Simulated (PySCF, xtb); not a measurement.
O2Zr, SMILES [O]=[Zr]=[O] (connectivity only; charge and spin as stated), charge -1, multiplicity 2.

Harmonic wavenumbers (cm⁻¹) from GFN2-xTB (xtb 6.7.1) at its own minimum, in rising order: 189, 708, 718.

Question: What does PBE-D3(BJ)/def2-TZVPD in PySCF give at its own minimum? (An estimate is asked for; the answer gives what the named calculation found.)

Answer: 280, 783, 851. Paired by order, the mean absolute difference is 100 cm⁻¹ and the zero-point energies are 2.3 and 2.7 kcal/mol.
